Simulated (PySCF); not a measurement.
tin monoxide (OSn), singlet, geometry from GFN2-xTB (such geometries of metal compounds can be far from the true shape) (core potentials on Sn). Base run: R2SCAN/def2-SVP in PySCF.

Here is a job for PySCF.
```python
from pyscf import gto, scf, dft

mol = gto.Mole()
mol.atom = '''
    Sn   -0.00000000   -0.00000000   -0.24879316
    O     0.00000000    0.00000000    1.55495727
'''
mol.basis = 'def2-svp'
mol.ecp = {'Sn': 'def2-svp'}
mol.verbose = 4
mol.build()

mf = dft.RKS(mol)
mf.xc = 'r2scan'
mf.kernel()
mf.analyze()
```

Variants of this job, named by their change:

| change | ΔE vs base (mEh) | grid points | electrons on the grid |
|---|---|---|---|
| base | 0.000 | 36040 | 30.00000 |
| grids.becke_scheme = stratmann | 0.005 | 36040 | 30.00000 |
| small_rho_cutoff = 0 | 0.000 | 36040 | 30.00000 |
| grids.atom_grid = (99, 590) | -0.011 | 59872 | 30.00000 |
| grids.level = 7 | -0.003 | 177760 | 30.00000 |
| grids.level = 2 | 0.110 | 25256 | 30.00000 |
| grids.atom_grid = (150, 974) | 0.000 | 148560 | 30.00000 |
| grids.radi_method = mura_knowles | -0.017 | 32504 | 30.00000 |
| grids.prune = off | -0.001 | 63880 | 30.00000 |
| grids.atom_grid = (50, 194) | -0.142 | 12624 | 30.00001 |
| grids.level = 0 | 15.789 | 3920 | 29.99273 |
